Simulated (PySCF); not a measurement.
System: CH₅O₃Si, charge -1, multiplicity 1. It need not be the lowest isomer of its formula. Whether it binds its extra electron was not tested at this geometry. SMILES: O[Si](O)(C)[O-]
Coordinates optimised at B3LYP-D3(BJ)/def2-TZVP (Ansatz):
```
Si
O 1 1.5602
O 1 1.7027 2 113.30
H 3 0.9620 1 106.23 2 -8.65
O 1 1.7027 2 113.30 4 -116.21
H 5 0.9620 1 106.23 2 8.65
C 1 1.8949 2 119.22 4 123.73
H 7 1.0934 1 110.61 2 59.91
H 7 1.0934 8 108.16 1 121.28
H 7 1.0946 8 108.05 9 116.73
```
Charge -1, spin multiplicity 1.

Dispersion corrections to the total energy (kcal/mol) from the dftd3 and dftd4 libraries through PySCF: D3(BJ) without and D4 with the three-body term, each with the damping fitted for the functional named.

```tsv
functional	D3(BJ)	D4
BLYP	-9.33	-11.76
BP86	(withheld)	-7.00
B2GP-PLYP	-2.99	-2.21
revPBE	-10.90	-16.66
PBE0	-3.77	(withheld)
LC-wPBE	(withheld)	-5.88
r2SCAN	-1.20	-1.29
```

**Question.** Fill in the missing entries.

**Answer.** 
- BP86, D3(BJ): -6.98
- PBE0, D4: -4.44
- LC-wPBE, D3(BJ): -4.11
